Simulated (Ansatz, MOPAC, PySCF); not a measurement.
Pair of molecules: H2S (SMILES S) (first 3 atoms) with Si2H6 (SMILES [SiH3][SiH3]); geometry from B3LYP-D3(BJ)/def2-TZVP.
(charge 0, multiplicity 1):
```xyz
11

S      0.11707    -0.62045     0.19740
H      0.56597     0.62354    -0.03293
H     -1.16582    -0.24741     0.06577
Si     1.25085    -0.13111     3.68506
Si    -0.98875     0.56821     3.52859
H      2.09813     0.58716     2.70333
H      1.36843    -1.58798     3.44478
H      1.78009     0.16022     5.04220
H     -1.47701     1.03654     4.85104
H     -1.86762    -0.53864     3.08228
H     -1.12510     1.69243     2.57034
```

Counterpoise-corrected where a basis set is named; no monomer relaxation. Rows marked so take none.

Rows in 3-21G carry no dispersion term and start afresh at each structure. The state that PM7 reach isn't checked; PM7 holds dispersion and hydrogen-bond terms.

Run with Ansatz (an electronic-structure program); MOPAC for PM7 (differences of heats of formation); PySCF for 3-21G rows, the dispersion terms. 

**Question.** One of these levels gives -1.79 kcal/mol for the interaction energy. Name it.
A) HF/aug-cc-pV(D+d)Z
B) PM7
C) PBE0-D3(BJ)/def2-TZVPPD
D) HF/3-21G (no counterpoise)

**Answer.** D, HF/3-21G (no counterpoise). The others give -1.20 (PM7), 0.86 (HF/aug-cc-pV(D+d)Z), -2.98 (PBE0-D3(BJ)/def2-TZVPPD)
